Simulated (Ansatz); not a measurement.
Geometry optimisation, RKS PBE0/def2-mTZVP (Ansatz 0.2.0).

input.yaml

```yaml
crystal:
  periodic: [false, false, false]
  atoms:
    - { symbol: B, position_ang: [-0.029886, 0.327949, -0.403403] }
    - { symbol: H, position_ang: [-0.587941, 0.640879, 0.597771] }
    - { symbol: Cl, position_ang: [1.670057, 0.681267, -0.583938] }
    - { symbol: Cl, position_ang: [-0.965884, -0.299316, -1.740221] }
    - { symbol: "N", position_ang: [-0.140926, -1.782409, 1.346075] }
    - { symbol: H, position_ang: [-0.87591, -2.402094, 1.033918] }
    - { symbol: Si, position_ang: [1.220407, -2.465322, 2.184784] }
    - { symbol: H, position_ang: [1.481666, -3.7886, 1.563516] }
    - { symbol: H, position_ang: [2.393394, -1.570587, 2.018441] }
    - { symbol: H, position_ang: [1.012525, -2.663747, 3.649068] }
    - { symbol: H, position_ang: [-0.552002, -0.893019, 1.670989] }
basis:
  gaussian: { orbitals: def2-mTZVP }
hamiltonian:
  xc: pbe0
relax:
  f_tol: 0.03
  max_steps: 50
```

Launched with:

```bash
$ ansatz run input.yaml --threads 4 --pin off --max-ram 5120MiB --backend cpu --events-out ev --progress --plain --runs-dir out
```

**Question.** Where does it end, and by what steps?

**Answer.** The forces met the threshold. After 22 steps the energy has fallen by 1.119 eV; Cl3 moved furthest, 1.48 Å. Joined: B1–N5 (2.74 → 1.61 Å).

```json
{"step": "0", "energy less start (eV)": "0.0000", "largest force component (eV/Å)": "1.026", "accepted": "yes"}
{"step": "1", "energy less start (eV)": "-0.0538", "largest force component (eV/Å)": "0.738", "accepted": "yes"}
{"step": "2", "energy less start (eV)": "-0.0968", "largest force component (eV/Å)": "0.726", "accepted": "yes"}
{"step": "3", "energy less start (eV)": "-0.1430", "largest force component (eV/Å)": "0.798", "accepted": "yes"}
{"step": "4", "energy less start (eV)": "-0.2017", "largest force component (eV/Å)": "0.856", "accepted": "yes"}
{"step": "5", "energy less start (eV)": "-0.2616", "largest force component (eV/Å)": "0.921", "accepted": "yes"}
{"step": "6", "energy less start (eV)": "-0.3276", "largest force component (eV/Å)": "1.011", "accepted": "yes"}
{"step": "7", "energy less start (eV)": "-0.3999", "largest force component (eV/Å)": "1.096", "accepted": "yes"}
{"step": "8", "energy less start (eV)": "-0.4775", "largest force component (eV/Å)": "1.174", "accepted": "yes"}
{"step": "9", "energy less start (eV)": "-0.5564", "largest force component (eV/Å)": "1.226", "accepted": "yes"}
{"step": "10", "energy less start (eV)": "-0.6318", "largest force component (eV/Å)": "1.234", "accepted": "yes"}
{"step": "11", "energy less start (eV)": "-0.6992", "largest force component (eV/Å)": "1.187", "accepted": "yes"}
{"step": "12", "energy less start (eV)": "-0.7632", "largest force component (eV/Å)": "1.933", "accepted": "yes"}
{"step": "13", "energy less start (eV)": "-0.9212", "largest force component (eV/Å)": "0.351", "accepted": "yes"}
{"step": "14", "energy less start (eV)": "-0.9661", "largest force component (eV/Å)": "0.265", "accepted": "yes"}
{"step": "15", "energy less start (eV)": "-1.0069", "largest force component (eV/Å)": "0.283", "accepted": "yes"}
{"step": "16", "energy less start (eV)": "-1.0441", "largest force component (eV/Å)": "0.307", "accepted": "yes"}
{"step": "17", "energy less start (eV)": "-1.0697", "largest force component (eV/Å)": "0.466", "accepted": "yes"}
{"step": "18", "energy less start (eV)": "-1.0952", "largest force component (eV/Å)": "0.287", "accepted": "yes"}
{"step": "19", "energy less start (eV)": "-1.1156", "largest force component (eV/Å)": "0.073", "accepted": "yes"}
{"step": "20", "energy less start (eV)": "-1.1188", "largest force component (eV/Å)": "0.032", "accepted": "yes"}
{"step": "21", "energy less start (eV)": "-1.1193", "largest force component (eV/Å)": "0.039", "accepted": "yes"}
{"step": "22", "energy less start (eV)": "-1.1195", "largest force component (eV/Å)": "0.018", "accepted": "yes"}
```

```xyz
11
Properties=species:S:1:pos:R:3
B 0.061 -0.278 0.111
H 0.287 0.664 0.812
Cl 1.542 -0.755 -0.902
Cl -1.479 -0.058 -0.881
N -0.203 -1.555 1.060
H -0.498 -2.321 0.451
Si 1.247 -2.046 2.066
H 1.999 -3.060 1.305
H 2.011 -0.824 2.373
H 0.672 -2.641 3.299
H -1.013 -1.341 1.642
```

Whether the end is a true minimum wasn't checked by a vibrational analysis.

Time of the run: 50 s on 4 threads of Arm Neoverse V1, on a shared host, peak memory 0.29 GiB.
